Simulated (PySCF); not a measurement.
# C₆ coefficients of unlike pairs at PBE

Calculated with PySCF 2.14 from the dipole response of each species, C₆(A,B) = (3/π) ∫ α_A(iu) α_B(iu) du, in atomic units, from isotropic polarisabilities. For ions this is the dispersion term alone; charge-induced terms of lower order in 1/R come first.

| species | configuration | basis | relativity | α (bohr³) | C₆ (like pair) |
| --- | --- | --- | --- | --- | --- |
| Cl | [Ne] 3s2 3p5 (2P) | aug-cc-pVTZ-DK (6s5p3d2f) | spin-free X2C | 15.13 | 97.39 |
| S(3+) | [Ne] 3s2 3p1 (2P) | aug-cc-pwCVTZ (8s7p5d3f) | none | 5.348 | 14.20 |
| I(2+) | [Kr] 4d10 5s2 5p3 (4S) | aug-cc-pVQZ-DK3 (9s8p6d3f2g) | spin-free X2C | 13.77 | 93.96 |
| Si | [Ne] 3s2 3p2 (3P) | aug-cc-pV(5+d)Z (8s7p6d4f3g2h) | none | 41.82 | 343.5 |

(1) Estimate C₆ for I(2+) with S(3+).

No spin-orbit coupling is included.

The other pairs:

| pair | C₆ |
| --- | --- |
| S(3+), Cl | 37.08 |
| Si, Cl | 171.8 |
| Si, I(2+) | 164.2 |
| Si, S(3+) | 63.98 |
| I(2+), Cl | 95.28 |

## Answers

(1) The integral gives 36.51. The combination rule 2 C_A C_B / (C_A α_B/α_A + C_B α_A/α_B) gives 36.53 and the geometric mean 36.53.
